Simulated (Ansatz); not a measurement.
Process, species as SMILES: CO[Si](Cl)(OC)OC + 7 [H][H] (H2) -> 3 C (CH4) + Cl (HCl) + 3 O (H2O) + [SiH4] (SiH4)
Structures are relaxed separately at B3LYP-D3(BJ)/def2-TZVP in Ansatz (a first-principles code), one conformer each, not searched for the lowest.

Wanted: energy of full hydrogenation (electronic energy difference), in kcal/mol. Valence correlation only, unless marked. Spin-orbit coupling is left out. No relativistic terms. CBS(X,Y): correlation extrapolated as X^-3; Hartree-Fock from the larger set. [CCSD(T)-MP2]/basis is that difference in the basis named.

```tsv
level	program	energy of full hydrogenation (kcal/mol)
HF/6-31G*	Ansatz	-6.2
PBE/def2-TZVPD	Ansatz	-13.6
PBE0/def2-QZVPP	Ansatz	-16.3
CAM-B3LYP-D4/def2-TZVPD	Ansatz + dftd4	-1.7
wB97X/def2-TZVPD	Ansatz	-10.8
B2GP-PLYP/def2-TZVPD	Ansatz	-2.0
B2PLYP-D4/def2-TZVPD	Ansatz + dftd4	1.2
MP2/cc-pV(D+d)Z	Ansatz	-8.5
MP2/aug-cc-pV(T+d)Z	Ansatz	-1.2
SCS-MP2/6-31G	Ansatz	-19.9
CCSD/STO-3G	Ansatz	33.1
CCSD/aug-cc-pV(D+d)Z	Ansatz	-31.7
CCSD(T)/6-31G	Ansatz	-13.6
CCSD(T)/6-31G*	Ansatz	31.8
RI-MP2/CBS(aug-cc-pV(T+d)Z,aug-cc-pV(Q+d)Z)+[CCSD(T)-MP2]/aug-cc-pV(T+d)Z	Ansatz	-3.6
```
